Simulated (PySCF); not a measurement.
Isomers of C3H8OSi, one GFN2-xTB conformer each. Single-point energies are computed at PBE0/pcSseg-1 (PySCF, gas phase, no added dispersion term), electronic only.

Task: Rank them by PBE0/pcSseg-1 energy, lowest first (kJ/mol).
A. `[CH2:1]1[CH2:2][O:3][SiH2:4][CH2:5]1` with C5–C1–C2–O3 39°, C1–C2–O3–Si4 -26°, C2–O3–Si4–C5 4°, O3–Si4–C5–C1 18°
B. `[OH:1][SiH:2]1[CH2:3][CH2:4][CH2:5]1` with H–O1–Si2–C3 46°, O1–Si2–C3–C4 -126°, Si2–C3–C4–C5 11°, C3–C4–C5–Si2 -11°, O1–Si2–C5–C4 126°
C. `[CH3:1][CH2:2][C:3](=[O:4])[SiH3:5]` with C1–C2–C3–O4 -127°
D. `[CH2:1]=[C:2]([CH3:3])[SiH2:4][OH:5]` with C1–C2–Si4–O5 -4°, C2–Si4–O5–H -52°
E. `[CH3:1][O:2][C@@H:3]1[CH2:4][SiH2:5]1` with C1–O2–C3–C4 160°
F. `[CH2:1]=[CH:2][CH2:3][SiH2:4][OH:5]` with C1–C2–C3–Si4 -97°, C2–C3–Si4–O5 59°, C3–Si4–O5–H -34°

Result: A (0.0), B (3.1), F (33.7), D (36.3), C (132.2), E (253.4).

As drawn, the lowest has an Si–O bond, which the highest lacks; the highest has a three-membered ring, which the lowest lacks. Neighbours under 10 kJ/mol apart (C1CO[SiH2]C1 and O[SiH]1CCC1; C=CC[SiH2]O and C=C(C)[SiH2]O) can change places with a better method, another conformer or zero-point energy. GFN2-xTB itself gives, in the same order: 0.0, 78.8, 90.9, 88.7, 191.5, 303.7. Both levels put the same isomer lowest; measured from each level's own lowest isomer, the values differ by up to 75.7 kJ/mol (O[SiH]1CCC1: 78.8 against 3.1).

Task: Which frontier levels, dipoles and rotational constants go with these structures?

Result: 
| SMILES | HOMO (eV, PBE0/pcSseg-1) | LUMO (eV) | dipole (D) | A, B, C (MHz) |
| --- | --- | --- | --- | --- |
| C1CO[SiH2]C1 | -7.78 | 0.72 | 1.69 | 6185, 4489, 2892 |
| O[SiH]1CCC1 | -7.57 | 0.99 | 1.45 | 7793, 3011, 2570 |
| C=CC[SiH2]O | -7.30 | 0.05 | 1.42 | 6854, 2537, 2044 |
| C=C(C)[SiH2]O | -7.60 | -0.09 | 1.66 | 7070, 2639, 1998 |
| CCC(=O)[SiH3] | -6.79 | -1.11 | 2.63 | 4857, 3058, 2068 |
| CO[C@@H]1C[SiH2]1 | -6.33 | 0.33 | 1.19 | 7816, 2705, 2232 |

Task: As an exercise, what shares would exp(−E/RT) give at 298.15 K from these electronic energies alone (no entropy, no degeneracies)?

Result: RT = 2.479 kJ/mol: C1CO[SiH2]C1 77.8 %, O[SiH]1CCC1 22.2 %, C=CC[SiH2]O under 0.1 %, C=C(C)[SiH2]O under 0.1 %, CCC(=O)[SiH3] under 0.1 %, CO[C@@H]1C[SiH2]1 under 0.1 %.
